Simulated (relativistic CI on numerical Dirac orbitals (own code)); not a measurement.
# Os⁷⁺: resonant inelastic scattering at the N6,7 edge

Computed with this model: Dirac-Coulomb-Breit CI, KLI orbitals optimised for each configuration, model QED, Kramers-Heisenberg scattering through one core-hole configuration in a parametric crystal field, unscaled Slater integrals; configurations [Xe] 4f14 5d → [Xe] 4f13 5d2; 300 K; core-hole width 0.3 eV; summed over polarisations. Incident energies are the highest absorption maxima for each field (at most a few, so the weaker spin-orbit partner edge can be absent), on the computed scale of the free ion. Intensities are in per cent of the strongest line above 0.02 eV; levels within 1 cm⁻¹ are merged; final levels count from the ground level, the first row holds all elastic scattering, lines under 0.4 are left out and each table stops after 24 rows. The scale of the Slater integrals is a model choice and moves the terms in proportion.

Field parameters in Wybourne normalisation: D3d B²₀ = −7Dσ, B⁴₀ = −14Dq − 21Dτ, B⁴₃ = −14√(10/7) Dq. The field is a parameter set, without covalency, and values of 10Dq over about 45,000 cm⁻¹ lie beyond real compounds.

S is read from ⟨S²⟩ = S(S + 1).

D3d, 10Dq = 56900, Dσ = -1200, Dτ = 370 cm⁻¹:

```csv
Final level (eV),Degeneracy,Irrep,S,58.8 eV,65.7 eV,66.1 eV
0.000,2,Γ5+Γ6,0.50,206.4,141.5,203.0
0.173,2,Γ4,0.50,94.3,22.4,100.0
1.123,2,Γ4,0.50,19.2,12.0,7.0
7.785,2,Γ4,0.50,0.3,6.7,8.1
7.856,2,Γ5+Γ6,0.50,0.3,8.6,8.9
```

D3d, 10Dq = 56900, Dσ = -860, Dτ = 370 cm⁻¹:

```tsv
Final level (eV)	Degeneracy	Irrep	S	58.7 eV	65.7 eV	66 eV
0.000	2	Γ5+Γ6	0.50	228.1	141.8	214.7
0.075	2	Γ4	0.50	97.3	30.8	100.0
1.072	2	Γ4	0.50	18.3	14.8	11.2
7.734	2	Γ4	0.50	0.3	8.4	8.2
7.793	2	Γ5+Γ6	0.50	0.3	11.0	9.2
```

D3d, 10Dq = 56900, Dσ = -510, Dτ = 370 cm⁻¹:

| Final level (eV) | Degeneracy | Irrep | S | 58.7 eV | 65.7 eV | 66 eV |
| --- | --- | --- | --- | --- | --- | --- |
| 0.000 | 2 | Γ4 | 0.50 | 319.3 | 159.9 | 299.8 |
| 0.032 | 2 | Γ5+Γ6 | 0.50 | 93.8 | 31.7 | 100.0 |
| 1.057 | 2 | Γ4 | 0.50 | 24.7 | 14.9 | 11.2 |
| 7.714 | 2 | Γ4 | 0.50 | 0.4 | 14.2 | 10.7 |
| 7.761 | 2 | Γ5+Γ6 | 0.50 | 0.4 | 9.9 | 12.0 |

For the first field the strongest loss at the lowest incident energy is the level at 0.17 eV (S = 0.50, against 0.50 in the thermal ground state).
